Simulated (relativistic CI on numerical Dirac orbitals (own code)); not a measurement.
## Electric-dipole transitions in W72+

Calculated at this level of theory: Dirac-Coulomb-Breit CI, orbitals from a KLI potential per configuration, a model potential for QED, unscaled Slater integrals (own radial code, finite nucleus).

Configuration list: 1s2, 1s 2s, 1s 2p, 1s 3s, 1s 3p, 1s 3d, 1s 4s, 1s 4p, 1s 4d, 1s 4f, 1s 5s, 1s 5p, 1s 5d, 1s 5f, 1s 5g, 1s 6s, 1s 6p, 1s 6d, 2s2. Levels of other configurations are missing.

| λ vac (Å) | Lower | Upper | A (s⁻¹) | E lower (Ry) | E upper (Ry) |
| --- | --- | --- | --- | --- | --- |
| 1.0493 | 1s 2p 3P°_1 [3] | 1s 3d 3D_2 [13] | 1.72e+15 | 4344.25 | 5212.68 |
| 1.1951 | 1s 2p 3P°_2 [6] | 1s 3d 3D_3 [16] | 1.82e+15 | 4460.02 | 5222.54 |
| 1.2005 | 1s 2p 1P°_1 [7] | 1s 3d 1D_2 [17] | 1.63e+15 | 4463.72 | 5222.76 |
| 3.0255 | 1s 3p 3P°_1 [9] | 1s 4d 3D_2 [23] | 1.60e+14 | 5177.49 | 5478.69 |
| 3.3638 | 1s 3p 3P°_2 [12] | 1s 4d 3D_3 [26] | 1.98e+14 | 5211.97 | 5482.88 |
| 3.3724 | 1s 3d 3D_2 [13] | 1s 4f 3F°_3 [27] | 3.78e+14 | 5212.68 | 5482.89 |
| 3.3755 | 1s 3d 3D_1 [14] | 1s 4f 3F°_2 [28] | 3.40e+14 | 5212.99 | 5482.95 |
| 3.3763 | 1s 3p 1P°_1 [15] | 1s 4d 1D_2 [29] | 1.79e+14 | 5213.07 | 5482.97 |
| 3.4731 | 1s 3d 3D_3 [16] | 1s 4f 3F°_4 [30] | 3.90e+14 | 5222.54 | 5484.92 |
| 3.4755 | 1s 3d 1D_2 [17] | 1s 4f 1F°_3 [31] | 3.71e+14 | 5222.76 | 5484.96 |
| 7.2521 | 1s 4p 3P°_2 [22] | 1s 5d 3D_3 [40] | 4.10e+13 | 5478.39 | 5604.05 |
| 7.2691 | 1s 4d 3D_2 [23] | 1s 5f 3F°_3 [41] | 6.93e+13 | 5478.69 | 5604.06 |
| 7.2748 | 1s 4d 3D_1 [24] | 1s 5f 3F°_2 [42] | 6.24e+13 | 5478.82 | 5604.09 |
| 7.4559 | 1s 4d 3D_3 [26] | 1s 5f 3F°_4 [44] | 7.34e+13 | 5482.88 | 5605.10 |
| 7.4569 | 1s 4f 3F°_3 [27] | 1s 5g 3G_4 [45] | 1.18e+14 | 5482.89 | 5605.10 |
| 7.4595 | 1s 4f 3F°_2 [28] | 1s 5g 3G_3 [46] | 1.13e+14 | 5482.95 | 5605.11 |
| 7.4606 | 1s 4d 1D_2 [29] | 1s 5f 1F°_3 [47] | 6.99e+13 | 5482.97 | 5605.12 |
| 7.5439 | 1s 4f 3F°_4 [30] | 1s 5g 3G_5 [48] | 1.21e+14 | 5484.92 | 5605.71 |
| 7.5458 | 1s 4f 1F°_3 [31] | 1s 5g 1G_4 [49] | 1.17e+14 | 5484.96 | 5605.73 |
| 13.359 | 1s 5p 3P°_2 [36] | 1s 6d 3D_3 [58] | 1.22e+13 | 5601.75 | 5669.96 |

Terms are leading LS components. Brackets give the number of a level in order of energy, since labels repeat. The list gives strong lines, with weight on those to low levels, without lines whose two gauges differ by over a factor of 2.5, among the lowest 59 of 60 levels, so that lines to higher ones, which can be the strongest, are missing. Levels whose partners in the same complex of configurations lie outside the list can be far off, and so can their lines. Rates are taken at the computed energies, electric ones in the length gauge.

At this charge energies of transitions that change n are usually good to better than 1 %, and those within a shell (Δn = 0) to a few per cent.

LS names give the leading component of a level, which can be under half, so a name can repeat, a term be missing and a line seem to break the LS rules.
